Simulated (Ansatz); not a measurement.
Correlation energies of C2H6AlFSi by basis set

```xyz
11

F     0.6788    2.5161   -1.4122
Al    0.5132    1.1960   -0.4453
C     0.7615    0.3396    1.2390
C    -0.6574    0.0675    0.6261
Si   -0.6148   -1.0546   -0.7869
H     1.3893   -0.5151    1.4858
H     0.7059    1.0214    2.0881
H    -1.5440    0.1509    1.2455
H    -0.0055   -2.4166   -0.7902
H     0.5642   -0.2813   -1.5621
H    -1.7911   -1.0241   -1.6876
```

Total charge 0; spin multiplicity 1. The bonds changed during the relaxation, so this is another structure than the one it started from. All single points use the PBE0-D4/def2-TZVP geometry. Frozen core, restricted reference, Ansatz 0.2.0. CBS rows extrapolate triple and quadruple zeta; past MP2 they add the triple-zeta difference.

| basis | HF (Eh) | MP2 corr. | CCSD corr. | (T) | CCSD(T) total |
| --- | --- | --- | --- | --- | --- |
| def2-TZVPP | -709.61837 | -0.79969 | -0.83811 | -0.03296 | -710.48944 |
| def2-QZVPP | -709.64297 | -0.86047 | – | – | – |
| CBS(def2) | -709.64636 | -0.90550 | -0.94392 | as TZ | -710.62324 |
